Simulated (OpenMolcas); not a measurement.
Sn IV: effect of the active space

```yaml
Program: OpenMolcas 26.06
Method: CASSCF or its RAS form
Basis: ANO-R1
Scalar_Hamiltonian: X2C, finite nucleus
Spin-orbit_coupling: RASSI with atomic mean-field integrals over the reference wave functions, term energies averaged over their components
```

A. 1 electron in 4 orbitals (5s 5p); 2S+1 = 2 even, 1 root; 2S+1 = 2 odd, 3 roots; cost roughly 6 core-seconds
B. 1 electron in 8 orbitals (5s 5p 6s 6p); 2S+1 = 2 even, 1 root; 2S+1 = 2 odd, 3 roots; cost about 11 core-seconds
C. 1 electron in 9 orbitals (RAS2 5s 5p; RAS3 5d, at most 1 electron); 2S+1 = 2 even, 1 root; 2S+1 = 2 odd, 3 roots; cost about 7 core-seconds

Energies in cm-1 above 5s 2S 1/2, the measured ground level; measured values from Moore, Atomic Energy Levels, vol. III, NSRDS-NBS 35 (1971 reprint of NBS Circular 467, 1958).

```csv
Level,A,B,C,Measured
5s 2S 1/2,0.0,0.0,0.0,0.0
5p 2P* 1/2,65778,65778,65778,69564
5p 2P* 3/2,72091,72091,72091,76072
```

Deviations, from unrounded energies. A percentage is the sum of absolute deviations over the sum of measured energies, with the sign that they share, or ± where signs differ.

```
           Against measurement  Levels     A     B     C
mean absolute deviation (cm-1)       2  3900  3900  3900
      other configurations (%)       2  -5.3  -5.3  -5.3
```

A, B, C lie about equally close to measurement. The largest miss of B in the table is 5p 2P* 3/2, by -4000 cm-1. The ranking rests on the paired levels alone, and a cruder setting can come out closer through cancelling errors.

Among A to C no level of the table moves by more than 5 cm-1.

With one active electron the reference holds no correlation, so core polarisation is missing. The basis is small and was not contracted for so high a charge. With one active electron outside closed inactive shells, the extra shells (6p 6s) add no correlation to the reference (holds for B). With one active electron outside closed inactive shells, the extra shells (5d) add no correlation to the reference (holds for C). Computed and measured levels are paired by configuration, term and J; levels that our copy of the source lacks, or whose pairing is in doubt (as where it misses far off the trend of its configuration), stay unpaired and out of the deviations. Only configurations of the active space appear.

* marks odd parity.
